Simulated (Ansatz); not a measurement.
Born–Oppenheimer molecular dynamics of Cl₃GaH₂ (6 atoms, charge 0, multiplicity 1). It starts at the highest image of a converged band, a first-order saddle point between two minima.

Theory: RKS PBE-D4/def2-SVP in Ansatz.

```yaml
ensemble: NVE (velocity Verlet)
time_step: 0.5 fs
steps_asked: 200
starting_velocities_drawn_for: 300 K
seed: 11036
```

First frame:

```xyz
6
Properties=species:S:1:pos:R:3
Ga -0.324 0.336 -0.266
H 1.355 0.064 -0.360
Cl -1.429 -0.469 -1.920
Cl -0.855 2.171 0.711
H 1.126 -0.692 0.449
Cl 0.126 -1.410 1.387
```

(1) How far do the bonds stretch over the last three quarters of this one trajectory? (Pairs bonded in most of those frames.)

## Answers

(1) 
```tsv
bond	mean (Å)	spread (Å)	shortest	longest
Ga1–H2	1.572	0.033	1.52	1.63
Ga1–Cl3	2.187	0.021	2.15	2.21
Ga1–Cl4	2.182	0.026	2.14	2.22
H5–Cl6	1.304	0.015	1.28	1.33
```

Mean temperature of the second half: 932 K. The conserved energy stayed within 0.033 meV per atom of its start (net change 0.015 meV per atom), so the integration is sound. The system heated up, since it started high on the potential surface and ran downhill. A run of 0.1 ps of so small a system gives no equilibrium averages. The orbitals stay closed-shell, which can raise the energy where a bond breaks towards radicals; this wasn't checked here.

Time of the run: 5.6 min on 2 threads of Arm Neoverse V1, on a shared host, peak memory 0.14 GiB.
